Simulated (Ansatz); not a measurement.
Coupled-cluster diagnostics for Te₆Mo₃, Ansatz.

Geometry of the singlet (PBE-D4/def2-SVP):

Cartesian coordinates in Å:
```
Mo -1.1263 -0.3843 0.3815
Mo 0.4956 1.1646 0.9798
Mo 0.9357 -0.1503 -1.3706
Te -2.3587 -1.5599 2.4175
Te -0.0102 -2.5154 -0.7441
Te -0.9772 1.8564 -1.1412
Te 2.9402 0.3881 0.2607
Te -1.2176 0.9824 3.0315
Te 1.3184 0.2184 -3.8153
```

In the def2 sets Mo, Te take a core potential; there is no spin–orbit coupling. Correlated methods freeze 24 core orbitals; core or outer-core shells of Mo, Te are correlated, in sets that lack core-valence functions.

**Question.** Estimate the CCSD(T) correlation energy, the shares of MP2 and (T), T1 and the reference's ⟨S²⟩ for: charge 0, singlet, own geometry in def2-SVP; and the rough time on 2 threads of AMD EPYC 7R13 on a shared host and a share (18 GiB) of an NVIDIA H100 80GB HBM3.

**Answer.** 
```
                          state     basis  correlation (eV)  MP2 share (%)  (T) share (%)     T1  ⟨S²⟩ (pure)  wall time                  remarks
charge 0, singlet, own geometry  def2-SVP           -57.085          108.2            7.8  0.045  0.00 (0.00)       62 s  restricted SCF unstable
```
Customary marks for T1 are 0.02 (closed shells), 0.045 (open shells) and about 0.05 (3d metals). T1 exceeds 0.02 in 1 of 1 rows and 0.045 in 0; the higher it lies, the less the single-reference result can be trusted.
